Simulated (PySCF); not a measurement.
Molecule: SMILES F[P@OH8-](F)(F)(F)(F)F, [F6P]-.

Bonds (- single, = double, # triple, : aromatic): F1-P2 1.631 Å, P2-F3 1.631 Å, P2-F4 1.631 Å, P2-F5 1.631 Å, P2-F6 1.631 Å, P2-F7 1.631 Å. Formal charges: P2 -1.

Total charge -1.

Geometry PBE0-D3(BJ)/def2-SVP throughout; GIAO in PySCF 2.14.0 with density-fitted response routines, gas phase, one conformer, non-relativistic; equivalent atoms averaged; functional PBE0.

For orientation, cc-pVDZ gives these shifts δ (against CFCl3, H3PO4 at the same level): F5/F6 -70.8, F1 -70.8, F3/F4 -70.8, F7 -70.8, P2 -104.0 ppm.

A run gave: F5/F6 -69.7, F1 -69.7, F3/F4 -69.7, F7 -69.8, P2 -94.5 ppm (shifts δ (against CFCl3, H3PO4 at the same level)).

**Question.** Which basis set was used in that run?
A. def2-TZVP
B. aug-cc-pVDZ
C. IGLO-III
D. def2-SVP
E. cc-pVTZ

**Answer.** B. P2 tells them apart best: aug-cc-pVDZ gives -94.5, cc-pVTZ gives -129.6, def2-SVP gives -115.6, IGLO-III gives -131.6, def2-TZVP gives -139.0 ppm.
